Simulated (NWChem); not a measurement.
System: C3H3ClF2; SMILES F[C@H]1[C@](C1)(F)Cl

Here is an NWChem input.

```
start job
memory heap 200 mb stack 900 mb global 1100 mb
geometry units angstroms noautosym nocenter noautoz
  F      0.031610    -2.147584    -0.621727
  C      0.661326    -1.003670    -0.231409
  C      0.528670    -0.592767     1.225973
  C     -0.206160     0.148681     0.151504
  F     -1.544212    -0.031043     0.074707
  Cl     0.265740     1.803263    -0.286289
  H      1.593852    -0.830357    -0.761770
  H      1.375480    -0.128980     1.722692
  H     -0.094704    -1.235830     1.842534
end
basis spherical
  * library 6-31g*
end
dft
  xc b3lyp
  iterations 150
end
property
  shielding
end
task dft property
```

All runs use the structure optimised with B3LYP/6-31G* (spherical d). B3LYP is NWChem's, with the RPA form of VWN correlation.

GIAO values for the isolated, static molecule; σ is the absolute isotropic shielding, δ = σ(reference) − σ with the isolated reference molecule computed at the same levels (13C: tetramethylsilane, 19F: trichlorofluoromethane, 1H: tetramethylsilane).

Atoms are numbered as in the input.

Task: Give the results of this calculation. (B3LYP/6-31G* (spherical d), GIAO.) Quantities: δ F1 (ppm); δ C2 (ppm); δ C3 (ppm); δ C4 (ppm); δ F5 (ppm); σ Cl6 (ppm); δ H8 (ppm).

Result: 
- δ F1 (ppm): -227.2
- δ C2 (ppm): 73.0
- δ C3 (ppm): 23.6
- δ C4 (ppm): 97.6
- δ F5 (ppm): -166.4
- σ Cl6 (ppm): 713.0
- δ H8 (ppm): 1.26
